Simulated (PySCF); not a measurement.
## Static response to an electric field

Species: p-chlorotoluene, C7H7Cl.
Cartesian coordinates in Å at the GFN2-xTB level; atoms count from 1:
```xyz
15
C7H7Cl angstrom
C     -2.246   -0.215   -0.056
C     -0.756   -0.069   -0.007
C      0.061   -1.185    0.123
C      1.438   -1.065    0.152
C      2.010    0.192    0.046
Cl     3.734    0.356    0.083
C      1.217    1.320   -0.089
C     -0.159    1.181   -0.114
H     -2.569   -1.082    0.515
H     -2.574   -0.349   -1.087
H     -2.736    0.672    0.339
H     -0.386   -2.166    0.204
H      2.065   -1.937    0.256
H      1.673    2.294   -0.171
H     -0.777    2.061   -0.217
```

Level: PBE0/def2-SVPD (PySCF), static field, nuclei fixed, core orbitals frozen in the response. The polarisability tensor in these axes (au):

```
x   131.33   3.77   2.33
y     3.77  93.27  -3.23
z     2.33  -3.23  58.95
```

Problem. Diagonalise the tensor; give its mean and Δα, where Δα² is half the sum of the squared differences of the eigenvalues.

Solution. Principal values 58.55, 93.25 and 131.76 au; mean 94.52 au = 14.01 Å³ = 15.58 × 10⁻⁴⁰ C²·m²/J; Δα = 63.43 au (67 % of the mean).

Problem. What is the dipole moment, and where does it point?

Solution. (-2.27, -0.22, -0.09) D, 2.29 D in size, pointing from the negative to the positive side. Measured along this direction, the outermost atoms are Cl6 at the negative end and H11, H9 and H10 at the positive end.

Problem. In TDDFT the mean static polarisability is Σ f/ω² over all singlet excitations (ω in hartree). How much of it do the 8 lowest give? Their energies (eV) and oscillator strengths: 5.19, 0.0089; 5.83, 0.1585; 6.27, 0.0001; 6.77, 0.2949; 6.83, 0.0510; 6.86, 0.6204; 7.06, 0.0007; 7.11, 0.0000.

Solution. They add up to 19.03 au, 20.1 % of the 94.52 au; the largest single term is 9.75 au, from the state at 6.86 eV. Terms in order: 0.24, 3.46, 0.00, 4.76, 0.81, 9.75, 0.01, 0.00 au. Higher excitations give the rest. The strengths listed sum to 1.134.

Problem. Traceless (Buckingham) quadrupole moment about the centre of nuclear charge: eigenvalues?

Solution. -5.89, -0.40, 6.29 D·Å. The values depend on the origin, since the dipole doesn't vanish. The electronic extent ⟨r²⟩ about the same centre is 1311 bohr², a root-mean-square distance of 2.36 Å for the 66 electrons.

Problem. Rayleigh depolarisation ratio (linearly polarised light, static tensor)?

Solution. ρ = 3Δα²/(45ᾱ² + 4Δα²) = 12070.5/(402005 + 16094.0) = 0.0289.

Problem. Give the principal axes and the span of the nuclei along them.

Solution. Largest value along (1.00, 0.10, 0.03), where the nuclei span 6.40 Å; middle along (-0.09, 0.99, -0.10), 4.27 Å; least along (-0.04, 0.10, 0.99), 1.52 Å. The response follows the extents in order.

Isolated species at its GFN2-xTB geometry, gas phase.

These values come from a run that also computed excited states. Time: 44 s. Hardware: Arm Neoverse V1, one thread, no GPU (shared host).
